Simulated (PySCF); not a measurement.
**Ionisation energy of Ti by level of theory**

Ti [Ar] 3d2 4s2 (3F) → Ti⁺ [Ar] 3d2 4s1 (4F), as a difference of total energies. All numbers are calculated (PySCF 2.14, the spin-free X2C one-electron Hamiltonian (Gaussian nucleus), in x2c-QZVPPall). Correlated levels: valence and next inner shell: [Ne] frozen. The calculations carry no spin-orbit coupling.

```csv
method,ionisation energy (eV)
UHF,5.556
MP2 (valence and next inner shell),6.587
SCS-MP2 (valence and next inner shell),6.682
CCSD (valence and next inner shell),6.681
CCSD(T) (valence and next inner shell),6.795
```

Question: How much does correlation contribute at CCSD(T) (valence and next inner shell)?

Answer: 6.795 − (5.556) = 1.239 eV, measured against UHF.

Errors of the correlated levels include the incompleteness of this basis and the frozen core.

For comparison: 6.828 eV (measured; NIST levels, between the centres of gravity of the two terms).
